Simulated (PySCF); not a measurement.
# TiCl4: adding exact exchange

Base calculation in PySCF with density fitting and no spin–orbit coupling, PBE/def2-TZVP (no relativity): singlet, Td, Ti–Cl 2.183 Å (×4); wavenumbers 111 (×2), 132 (×3), 374, 489 (×3) cm⁻¹; gap between the highest occupied and lowest empty levels 3.59 eV, polar-tensor charge of Ti 1.82 e, atomisation energy (no zero-point energy) 1870 kJ/mol.

What changes on going to PBE0/def2-TZVP (no relativity)?

The point group stays the same. Changes: mean bond to Ti -0.020 Å, highest wavenumber +22 cm⁻¹, lowest wavenumber +4 cm⁻¹, gap between the highest occupied and lowest empty levels +2.28 eV, polar-tensor charge of Ti +0.24 e, atomisation energy (no zero-point energy) -143 kJ/mol. The new structure has Ti–Cl 2.163 Å (×4), with wavenumbers 115 (×2), 137 (×3), 396, 511 (×3) cm⁻¹. Exact exchange shortens and stiffens the bonds and opens the gap, the usual pattern.

The structures come from searches over a few start shapes, so lower isomers are not excluded.
